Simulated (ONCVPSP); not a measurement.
## Before and after: ONCV potential for nitrogen

```json
{
 "Element": "N",
 "Generator": "ONCVPSP 4.0.1",
 "Type": "optimised norm-conserving Vanderbilt (ONCV)",
 "Functional": "LDA (Perdew-Zunger)",
 "Relativity": "scalar-relativistic",
 "Frozen core": "[He]",
 "Valence charge": "5",
 "Reference configuration": "2s2 2p3",
 "Partial waves": "2s: rc 1.05 bohr, ncon 3, nbas 6, qcut 7.3 1/bohr, 2 projectors, debl 0.5 Ha; 2p: rc 1.45 bohr, ncon 3, nbas 6, qcut 11.3 1/bohr, 2 projectors, debl 2.7 Ha; d scattering state at 0.13 Ha: rc 1.25 bohr, ncon 3, nbas 6, qcut 8.1 1/bohr, 3 projectors, debl 3.4 Ha",
 "Local potential": "polynomial inside 0.75 bohr (lpopt 5, dvloc0 3 Ha)",
 "Core correction": "Teter function, fcfact 2.25, rcfact 1.6"
}
```

In the s channel the program set the typed energies aside and used -0.677, 0.250 Ha.

Change: p: qcut 14.1.

Cutoffs: the cutoffs (Ha) at which the residual kinetic energy of the hardest occupied pseudo-wave falls to 1 and 0.1 mHa per electron; they do not see the model core or the augmentation charge, which bear on the density cutoff. Errors are all-electron minus pseudo energies relative to the spin-unpolarised reference configuration.

Problem. Predict the effect on cutoff, ghosts and configuration errors.

Solution. The potential gets neither clearly harder nor softer (31 Ha and 62 Ha → 33 Ha and 62 Ha); of the 4 tests that both files solve, the error grows in 0 and shrinks in 1 by more than 15 % and 0.3 meV (median size 48.6 → 41.7 meV); neither file shows a bound ghost.

| quantity | base | changed |
| --- | --- | --- |
| cutoff, loose | 31 Ha | 33 Ha |
| cutoff, tight | 62 Ha | 62 Ha |
| loose cutoff by channel | s 23 Ha, p 31 Ha | s 23 Ha, p 33 Ha |
| bound ghosts | none | none |
| GHOST(+) flags under 300 eV | none | none |
| error for 2s2 2p2, meV [ΔE 13.73 eV] | +9.6 | +8.1 |
| error for 2s2 2p1, meV [ΔE 42.70 eV] | +88 | +75 |
| error for 2s2 2p0, meV [ΔE 89.87 eV] | +373 | +324 |
| error for 2s2 2p2.5, meV [ΔE 5.17 eV] | +1.3 | +1.1 |
| s: phases at 1.06 bohr within 0.05 rad from the reference energy up to (Ha; the scan ends near 5) | to the end of the scan | to the end of the scan |
| p: phases at 1.47 bohr within 0.05 rad from the reference energy up to (Ha; the scan ends near 5) | to the end of the scan | to the end of the scan |
| d: phases at 1.27 bohr within 0.05 rad from the reference energy up to (Ha; the scan ends near 5) | to the end of the scan | to the end of the scan |
| rms error of d²Exc/dni dnj with the model core, mHa | 1.11 | 1.08 |
